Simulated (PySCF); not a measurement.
## Core-level binding energies of trans-Si(H2O)2F4

Species: trans-Si(H2O)2F4.
Geometry (PBE0-D3(BJ)/def2-SVP, Å), atoms numbered from 1 in this order:
```xyz
11
F4H4O2Si angstrom
Si    -0.0011   -0.0149    0.0034
O     -0.0959    0.4604    1.8664
H     -1.0483    0.4103    2.0523
H      0.1311    1.4044    1.8747
O      0.1023   -0.4875   -1.8615
H     -0.0304   -1.4499   -1.8489
H      1.0415   -0.3502   -2.0683
F      1.6590   -0.0433    0.0417
F     -1.6606    0.0188   -0.0198
F      0.0505    1.6062   -0.3521
F     -0.0500   -1.6398    0.3429
```

Computed with delta-SCF UKS SCAN, pcX-2 on the ionised atom, pcseg-1 elsewhere, spin-free X2C in PySCF. Each binding energy is the total energy of the core-ionised species, with the hole localised on one atom, minus that of the ground state; both are solved self-consistently, so orbital relaxation is included.

Problem. Give the core binding energies atom by atom.

Solution. 
| atom(s) | environment | level | binding energy (eV) | 2p1/2 (eV) | count |
| --- | --- | --- | --- | --- | --- |
| Si1 | silicon bonded to 4 F and 2 O | Si 2p3/2 | 109.85 | 110.49 | 1 |
| Si1 | silicon bonded to 4 F and 2 O | Si 1s | 1850.47 | – | 1 |
| O2/O5 | oxygen bonded to Si and 2 H | O 1s | 542.25 | – | 2 |
| F8/F9/F10/F11 | fluorine bonded to Si | F 1s | 691.68 | – | 4 |

Problem. Which photon energy gives electrons from F 1s of F8/F9/F10/F11 a kinetic energy of 200 eV, and what is their de Broglie wavelength?

Solution. hν = 691.68 + 200 = 891.68 eV, recoil neglected; λ = 12.264 Å/√(E/eV) = 0.87 Å.

Problem. What is the longest wavelength that can ionise F 1s of F8/F9/F10/F11 vertically?

Solution. λ = hc/E = 12398.42 eV Å / 691.68 eV = 17.925 Å.

One atom of each set of topologically equivalent atoms was ionised and stands for the set; in this conformer not all members are related by symmetry, and their own values weren't computed. Spin–orbit coupling isn't in the SCF: each 2p doublet comes from a relaxed spin-free hole plus a matrix of the shell (mean-field spin–orbit coupling and the ground-state 2p splitting), with 2p3/2 averaged over its two sublevels. 2p1/2 minus 2p3/2 (ligand field included): Si 0.64 eV. Geometry: PBE0-D3(BJ)/def2-SVP; no solvent, vibrations or thermal averaging.

Hardware: one thread, Arm Neoverse V1 (aarch64) (shared host). Cost: 27 s of wall time, 0.50 GiB resident at most.
